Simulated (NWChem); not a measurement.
System: AlF2 cation; SMILES [F][Al+][F]

```xyz
3

Al     0.0000     0.0000     0.0000
F      0.0000     0.0000     1.6019
F      0.0000     0.0000    -1.6019
```
Atoms are numbered in this order, from 1.

All runs: NWChem. Pople sets run with spherical d functions. Structure relaxed at the B3LYP/6-31G* (spherical d) level. Atomic charges in e: unrestrained fits to the electrostatic potential beside Mulliken populations; the two definitions need not agree.

**Question.** Predict the results for Hartree-Fock/6-31G*. Quantities: ESP Al1; Mulliken Al1; ESP F2; Mulliken F2; ESP F3; Mulliken F3; relative RMS misfit of the potential (%).

**Answer.** The ESP Al1 comes out as 1.87, the Mulliken Al1 is 1.96 and the ESP F2 is -0.44. The Mulliken F2 comes out as -0.48. The ESP F3 is -0.43 and the Mulliken F3 is -0.48. The relative RMS misfit of the potential (%) comes out as 2.
